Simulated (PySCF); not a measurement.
C2H7GaO, SMILES CC[O][GaH2].

The structure is a stationary point at TPSSh-D3(BJ)/def2-SVP. One conformer was computed; it need not be the lowest.

Two levels are set side by side: TDDFT-PBE/def2-SVPD (PySCF) and TDDFT-CAM-B3LYP/def2-SVPD (PySCF). Vertical, same geometry. The lowest singlet is HOMO−1→LUMO 100 % with PBE and HOMO−1→LUMO 96 % with the other functional; states are paired by order. Differences are taken from unrounded values.

```json
[
 {"quantity": "lowest singlet excitation (eV)", "TDDFT-PBE": "4.56"},
 {"quantity": "lowest triplet excitation (TDA) (eV)", "TDDFT-PBE": "4.13"},
 {"quantity": "first bright state (f over 0.05) (eV)", "TDDFT-PBE": "4.98"},
 {"quantity": "its oscillator strength", "TDDFT-PBE": "0.09"}
]
```

These are the TDDFT-PBE values. What does TDDFT-CAM-B3LYP give? (An estimate is asked for; the answer gives what the named calculation found.)


```
quantity                               TDDFT-CAM-B3LYP  TDDFT-PBE minus TDDFT-CAM-B3LYP
-------------------------------------  ---------------  -------------------------------
lowest singlet excitation (eV)                    5.38                            -0.81
lowest triplet excitation (TDA) (eV)              5.07                            -0.94
first bright state (f over 0.05) (eV)             5.99                            -1.01
its oscillator strength                           0.08                             0.01
```

Functionals without exact exchange tend to place singlet excitations lower, as here. Differences between two approximate levels are no errors against the true value.

Rough cost on one machine, each run with all the roots and properties that it gave: TDDFT-CAM-B3LYP against TDDFT-PBE about 8 times.
